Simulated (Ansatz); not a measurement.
Steps of a relaxation of AsH$_{4}$In, SMILES `[AsH2][InH2]` with RKS PBE0-D4/def2-TZVP.

```sh
$ ansatz run in.yaml --threads 2 --pin off --events-out ev --progress --plain --max-ram 4352MiB
```

```yaml
crystal:
  periodic: [false, false, false]
  atoms:
    - {symbol: As, position_ang: [0.542730, -1.573360, 0.382430]}
    - {symbol: In, position_ang: [0.215690, 0.976150, -0.023460]}
    - {symbol: H, position_ang: [-0.841390, -1.590790, 0.991730]}
    - {symbol: H, position_ang: [-0.076080, -1.806500, -0.975880]}
    - {symbol: H, position_ang: [0.487970, 1.830070, -1.542900]}
    - {symbol: H, position_ang: [-0.328910, 2.164430, 1.168080]}
basis:
  gaussian: {orbitals: def2-TZVP}
hamiltonian: {xc: pbe0, dispersion: d4}
relax: {f_tol: 0.005, max_steps: 150}
```

Positions (Å) and forces (eV/Å) along the path, 6 of 6 steps:

```xyz
6
step=1 energy=-66072.5873 eV
As    0.543   -1.573    0.382    0.071    0.298    0.003
In    0.216    0.976   -0.023   -0.094    0.683   -0.067
H    -0.841   -1.591    0.992   -0.163   -0.039    0.257
H    -0.076   -1.806   -0.976    0.033   -0.118   -0.302
H     0.488    1.830   -1.543    0.048   -0.383    0.154
H    -0.329    2.164    1.168    0.104   -0.441   -0.045
6
step=2 energy=-66072.6677 eV
As    0.512   -1.459    0.356    0.017   -0.037    0.010
In    0.193    1.080   -0.041   -0.094    0.036   -0.076
H    -0.846   -1.543    1.049    0.043   -0.021   -0.088
H    -0.043   -1.781   -1.029   -0.038    0.003    0.101
H     0.538    1.673   -1.641   -0.017    0.032    0.220
H    -0.354    2.030    1.306    0.089   -0.013   -0.166
6
step=3 energy=-66072.6788 eV
As    0.521   -1.472    0.361   -0.036    0.037   -0.026
In    0.182    1.068   -0.047   -0.005   -0.103    0.008
H    -0.843   -1.563    1.035    0.018   -0.012    0.009
H    -0.056   -1.796   -1.011    0.010   -0.018    0.013
H     0.535    1.712   -1.602    0.029    0.043   -0.060
H    -0.338    2.051    1.264   -0.016    0.053    0.056
6
step=4 energy=-66072.6800 eV
As    0.518   -1.472    0.359   -0.015    0.027   -0.013
In    0.180    1.067   -0.048   -0.010   -0.032   -0.003
H    -0.842   -1.570    1.039    0.009   -0.010    0.003
H    -0.058   -1.806   -1.011    0.001   -0.010    0.010
H     0.539    1.723   -1.602    0.016    0.013   -0.011
H    -0.337    2.059    1.264   -0.001    0.011    0.014
6
step=5 energy=-66072.6807 eV
As    0.520   -1.466    0.340   -0.010    0.001    0.003
In    0.167    1.069   -0.059    0.029    0.006    0.007
H    -0.813   -1.587    1.066    0.002   -0.003    0.006
H    -0.094   -1.816   -1.008    0.000   -0.004   -0.010
H     0.581    1.741   -1.593   -0.009    0.001   -0.005
H    -0.360    2.058    1.254   -0.011   -0.001   -0.003
6
step=6 energy=-66072.6809 eV
As    0.520   -1.468    0.338   -0.001   -0.003    0.000
In    0.174    1.069   -0.058   -0.001    0.001   -0.001
H    -0.810   -1.586    1.070    0.001    0.001    0.000
H    -0.099   -1.815   -1.009    0.000    0.001    0.001
H     0.582    1.743   -1.593    0.001    0.000    0.000
H    -0.367    2.056    1.251    0.000    0.000    0.000
```

Run time 20 s (2 threads of an Arm Neoverse V1 on a shared host); peak host memory 0.26 GiB.
